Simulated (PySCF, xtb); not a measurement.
FH7OSi3, SMILES O[SiH2][Si@H](F)[SiH3].

xtb 6.7.1 with GFN2-xTB at its own geometry gives an orbital gap of 3.77 eV and a dipole moment of 2.67 D.

The structure is a stationary point at PBE0-D3(BJ)/def2-SVP. The structure was generated by enumeration; whether it is a known compound was not checked. The values are those of a single conformer.

Question: What does PySCF with PBE0/def2-TZVP give? (An estimate is asked for; the answer gives what the named calculation found.)

Answer: gap 6.52 eV (levels -7.73 and -1.21 eV), dipole 2.28 D.
